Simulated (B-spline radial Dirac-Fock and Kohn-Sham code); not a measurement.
Relativistic shifts of the levels of Pr⁴⁺

System: praseodymium as Pr⁴⁺, 1s2 2s2 2p6 3s2 3p6 3d10 4s2 4p6 4d10 4f1 5s2 5p6.

Both columns are ΔSCF binding energies of the configuration average from an atomic code on a B-spline grid: non-relativistic Hartree-Fock with a point nucleus, and Dirac-Fock with a finite nucleus and the Coulomb interaction alone, averaged over the two j levels with weights 2j+1.

```
shell  Hartree-Fock (eV)  Dirac-Fock (eV)  shift (eV)  shift (%)
   1s            40112.7          42210.9    +2098.20      +5.23
   2s             6389.3           6918.3     +529.06      +8.28
   2p             6034.7           6196.6     +161.97      +2.68
   3s             1455.8           1574.4     +118.55      +8.14
   3p             1300.9           1339.5      +38.61      +2.97
   3d             1015.1           1001.1      -13.99      -1.38
   4s              346.6            373.0      +26.34      +7.60
   4p              286.0            293.0       +7.02      +2.45
   4d              177.6            173.4       -4.25      -2.39
   4f              60.81            56.15       -4.66      -7.66
   5s              86.54            91.12       +4.58      +5.29
   5p              66.29            67.05       +0.76      +1.15
```

Relativity binds 1s, 2s, 2p, 3s, 3p, 4s, 4p, 5s, 5p more strongly, among those listed most of all 2s in relative terms, and 3d, 4d, 4f more weakly, because the contracted s and p shells screen the nucleus better.

Values without a named source are computed, but for edge energies of neutral atoms, which are taken from tables.
